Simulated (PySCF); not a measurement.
## Electron correlation in Nb⁺ (niobium, charge +1)

[Kr] 4d3 5s1, high-spin 5F determinant (an excited configuration). Calculation: PySCF 2.14, in def2-TZVPPD with the def2 core potential (28 electrons) (6s4p3d2f1g, 56 functions); a scalar-relativistic core potential. Frozen: 4s2 4p6; 4 electrons correlated.

```csv
level,correlation energy (mhartree)
CCSD,-32.72
(T),-0.43
CCSD(T),-33.15
```

Diagnostics: T1 = 0.0050, D1 = 0.0125, largest double amplitude 0.022.

Cost of the coupled-cluster step: about 1.3 core-seconds, for 4 correlated electrons.

Iterations:

```
CC2 = 0
CCSD nocc = (np.int64(4), np.int64(0)), nmo = (52, 52)
frozen orbitals [[0, 1, 2, 3], [0, 1, 2, 3]]
max_cycle = 100
direct = 0
conv_tol = 1e-08
conv_tol_normt = 1e-06
diis_space = 8
diis_start_cycle = 0
Init t2, MP2 energy = -0.0268858848389059
Init E_corr(UCCSD) = -0.0268858848415926
cycle = 1  E_corr(UCCSD) = -0.0314795920868583  dE = -0.00459370725  norm(t1,t2) = 0.0230148
cycle = 2  E_corr(UCCSD) = -0.0323884484887016  dE = -0.000908856402  norm(t1,t2) = 0.00724151
cycle = 3  E_corr(UCCSD) = -0.0327421140647973  dE = -0.000353665576  norm(t1,t2) = 0.00301563
cycle = 4  E_corr(UCCSD) = -0.0327174670760086  dE = 2.46469888e-05  norm(t1,t2) = 0.000624582
cycle = 5  E_corr(UCCSD) = -0.0327210456849817  dE = -3.57860897e-06  norm(t1,t2) = 0.000141877
cycle = 6  E_corr(UCCSD) = -0.0327209594292205  dE = 8.62557611e-08  norm(t1,t2) = 2.28866e-05
cycle = 7  E_corr(UCCSD) = -0.0327210587652286  dE = -9.9336008e-08  norm(t1,t2) = 4.46794e-06
cycle = 8  E_corr(UCCSD) = -0.0327210116652072  dE = 4.71000214e-08  norm(t1,t2) = 1.23313e-06
cycle = 9  E_corr(UCCSD) = -0.0327210259045529  dE = -1.42393458e-08  norm(t1,t2) = 2.37462e-07
cycle = 10  E_corr(UCCSD) = -0.0327210227278972  dE = 3.17665572e-09  norm(t1,t2) = 6.86297e-08
UCCSD converged
E(UCCSD) = -56.14015744814788  E_corr = -0.0327210227278972
UCCSD(T) correction = -0.000428604269217447
```
